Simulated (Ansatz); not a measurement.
Abridged output of a molecular run in Ansatz:

```
Functional definition: HF
1595 factors; integrals over basis functions are off by at most 9.6e-4 eV
mean field evaluation 1: about -23565.7156 eV, gradient 3.7e1 eV
mean field evaluation 2: about -23565.9667 eV, gradient 3.8e1 eV
mean field evaluation 4: about -23569.9683 eV, gradient 4.1e0 eV
mean field evaluation 8: about -23570.0505 eV, gradient 3.3e-1 eV
mean field -23570.05119890 eV, -866.1834052049 hartree, gradient 6.7e-6 eV, S^2 0.000000; 0 other end points of the search recorded, 0 dependent functions left out; unrestricted orbitals would lower it
13 core orbitals not correlated: weight in the atoms' cores, before any rotation towards them, 1.000 or more for the frozen orbitals, at most 0.000 for the correlated occupied ones
reference -23570.05119890 eV, -866.1834052049 hartree; 15, 15 occupied and 247, 247 virtual orbitals, 1595 factors
second order -22.31741266 eV of doubles, -0.00000000 eV of singles
cycle   1  -23.28889833 eV  change   -9.7e-1 eV  update   1.0e-1
cycle   2  -23.87335063 eV  change   -5.8e-1 eV  update   3.2e-2
cycle   3  -23.97714078 eV  change   -1.0e-1 eV  update   1.6e-2
cycle   4  -23.96582364 eV  change    1.1e-2 eV  update   4.7e-3
cycle   5  -23.96430500 eV  change    1.5e-3 eV  update   2.0e-3
cycle   6  -23.96448271 eV  change   -1.8e-4 eV  update   6.4e-4
cycle   7  -23.96427346 eV  change    2.1e-4 eV  update   2.4e-4
cycle   8  -23.96431066 eV  change   -3.7e-5 eV  update   1.0e-4
cycle   9  -23.96433358 eV  change   -2.3e-5 eV  update   5.1e-5
cycle  10  -23.96429514 eV  change    3.8e-5 eV  update   2.9e-5
cycle  11  -23.96431180 eV  change   -1.7e-5 eV  update   1.6e-5
perturbative correction -1.02423922 eV, -0.0376400970 hartree
Total energy: -23595.03974991 eV, -867.1017175169 hartree
```

Its atoms:

Cartesian coordinates in Å:
```
C 0.808 1.073 0.068
C -0.485 0.312 -0.178
C -0.643 -0.877 0.779
Si -0.788 -0.404 -1.915
Cl 1.052 -1.350 -2.243
H 1.676 0.430 -0.094
H 0.853 1.442 1.098
H 0.908 1.937 -0.595
H -1.338 0.987 -0.020
H -0.715 -0.531 1.815
H -1.545 -1.470 0.579
H 0.216 -1.549 0.707
```

Which basis set was used?
A. def2-SVP
B. def2-TZVPPD
C. def2-SVPD
D. def2-TZVPP

D. It gives 275 functions.

Write the keys of the input that set method, charge and spin (a neutral closed shell needs none for the last two).


```yaml
correlation: {method: ccsd_t}
```
